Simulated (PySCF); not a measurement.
# Reading the logs of faulty runs: Al2H5N2

All numbers below are calculated, not measured. They come from PySCF 2.14.0, an open-source quantum chemistry program, on an isolated molecule that a program drew, which may never have been made. The molecule is Al2H5N2 (charge 0, doublet), drawn as the SMILES string `[NH2][Al][NH][AlH2]`.

Each row is a Hartree-Fock (HF) and frozen-core CCSD(T) single point in the cc-pV(D+d)Z basis, meant for a local HF minimum. Run 1 is clean. Each other run has one planted mistake out of seven kinds, and not every kind appears here: one electron removed, one electron added, multiplicity raised by two, geometry at a saddle point, minimal basis STO-3G, one bond length entered in bohr, all coordinates scaled. The reference is restricted for singlets and unrestricted otherwise, and also for a bond in bohr. Adding or removing an electron swaps singlet and doublet. Electrons count all cores. HOMO and LUMO are orbital energies over both spins, the gradient is its largest component, and the lowest frequency (negative if imaginary) is given only where the gradient is small. Bond lengths are over the 8 bonds as drawn. T1 is the CCSD diagnostic: over 0.02 (restricted) or 0.045 (unrestricted) a single reference is doubtful.

Geometry of the clean run:
```xyz
9
Al2H5N2, angstrom
N    -1.9696    2.1718   -1.3505
Al   -1.2397    0.5614   -1.2166
N    -0.0352    0.2667    0.0868
Al    0.8922   -1.1868    0.5270
H    -1.7764    2.9597   -0.7589
H    -2.6483    2.4332   -2.0409
H     0.1453    1.0714    0.6716
H     1.8950   -1.1349    1.7488
H     0.6876   -2.5030   -0.3217
```

```
run,electrons,basis functions,<S^2>,HOMO (eV),LUMO (eV),gradient (hartree/bohr),lowest frequency (cm^-1),mean bond (Å),longest bond (Å),T1,HF (hartree),CCSD(T) (hartree),mistake
1,45,99,0.752,-8.15,1.55,1.5e-05,69,1.4413,1.799,0.0156,-595.72687,-596.23243,no fault
2,45,99,0.754,-8.65,0.96,5.6e-02,-,1.5840,1.977,0.0205,-595.65944,-596.18459,all coordinates scaled
3,44,99,0.000,-15.12,-6.72,5.9e-02,-,1.4413,1.799,0.0162,-595.45325,-595.95647,one electron removed
4,45,99,3.780,-4.13,-1.15,8.7e-02,-,1.4413,1.799,0.0212,-595.55891,-596.03357,multiplicity raised by two
5,45,33,0.752,-4.57,7.98,3.7e-02,-,1.4413,1.799,0.0196,-588.44115,-588.62725,minimal basis STO-3G
6,46,99,0.000,-0.02,5.74,5.0e-02,-,1.4413,1.799,0.0194,-595.69557,-596.23886,?
```

**Which mistake was planted in run 6, and what did it cost?**

It counts 46 electrons, one more than the clean run, at the same geometry and basis. So the mistake is: one electron added. Subtracting run 1 and multiplying by 627.51 kcal/mol a hartree, the energy moved by 19.6 kcal/mol in HF and -4.0 kcal/mol in CCSD(T).

